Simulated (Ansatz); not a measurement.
Problem. Name a neutral molecule of C, F, Ge, O and H with size of the dipole moment (PBE/def2-TZVPP) between 1.90 and 2.20 D and vertical ionisation energy (CCSD(T)/def2-TZVPP) between 9.30 and 9.60 eV (Ansatz, PBE0-D4/def2-TZVP geometry).

Solution. `C=C[CH2][Ge]([CH3])([F])[O]C` (1.97 D, 9.38 eV). Other molecules can fit too; these were computed, each in one conformer that needn't be the lowest.
